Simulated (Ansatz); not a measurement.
Reaction (isomerisation): `OC[SiH](O)[SiH3]` → `CO[SiH](O)[SiH3]`

Gas-phase electronic energies from Ansatz, PBE0-D4/def2-TZVP geometries. CCSD(T)/CBS adds triple-zeta CCSD(T) − MP2 to the extrapolated MP2 energy (def2 sets, frozen cores). Functionals use def2-TZVPP. Each species was taken in one conformer, which may not be the lowest.

```
         level  ΔE (eV)
       PBE0-D4    -1.20
       ωB97X-V    -1.29
       ωB97M-V    -1.28
        r2SCAN    -1.26
 HF/def2-TZVPP    -1.51
MP2/def2-TZVPP    -1.34
  HF/CBS(def2)    -1.52
 MP2/CBS(def2)    -1.33
```

What does CCSD(T)/CBS give? (Best estimate.)

Computed: -1.30 eV. The listed levels differ from it by 0.10, 0.01, 0.02, 0.04, -0.21, -0.04, -0.22, -0.03 eV.

Largest T1 diagnostic among the species: 0.012.

From PBE to PBE0 (25 % exact exchange), in def2-TZVPP and without D4, ΔE moves by −0.06 eV. In def2-TZVPP, CCSD(T) changes the Hartree–Fock value by +0.20 eV (the triples alone add +0.03 eV) and MP2 by +0.17 eV.
